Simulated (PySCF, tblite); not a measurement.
Compound: C5H12OSi3.
Cartesian coordinates in Å at the GFN2-xTB level; atoms count from 1:
```xyz
21
C5H12OSi3 angstrom
O     -0.9347    0.6572   -2.5694
C     -0.7942    0.5011   -1.3728
Si    -2.2015    1.0061   -0.1466
Si    -2.2909   -1.0902    0.8731
Si    -0.3964   -1.9599   -0.1782
C      0.3490   -0.2836   -0.8001
C      1.0068    0.4246    0.3587
C      2.0195    1.5011    0.1006
C      2.4545    0.1762    0.6528
H     -3.3260    1.4896   -0.9435
H     -1.7406    2.1197    0.6895
H     -2.1956   -1.0618    2.3409
H     -3.5052   -1.8785    0.6242
H     -0.6420   -2.8060   -1.3506
H      0.6697   -2.6172    0.5861
H      1.0856   -0.4589   -1.5891
H      0.3581    0.5704    1.2172
H      2.0388    2.3633    0.7504
H      2.2644    1.7275   -0.9261
H      2.9974   -0.4908   -0.0001
H      2.7744    0.1272    1.6827
```

Jobs on this species (21 atoms, 92 electrons) with PySCF (density fitting) and tblite. Hardware of each: one thread, Arm Neoverse V1 (aarch64), no GPU, on a shared host. Times come from a shared host and carry two figures at best.

```json
{"level and settings": "GFN2-xTB", "work": "Hessian by finite differences", "basis functions": "–", "SCF cycles": "–", "wall time": "?"}
{"level and settings": "GFN2-xTB", "work": "L-BFGS relaxation", "basis functions": "–", "SCF cycles": "–", "wall time": "1.3 s"}
{"level and settings": "PBE0/pcSseg-1", "work": "shieldings, ring-centre shieldings, charges and field gradients", "basis functions": "234", "SCF cycles": "15", "wall time": "57 s"}
```

Q: Fill in the missing figures.

A: 
- GFN2-xTB; Hessian by finite differences: 1.2 s

Q: What do all jobs in the table cost together?

A: About 60 s; the longest takes about 96 % of that, and about 48 times as long as the shortest.
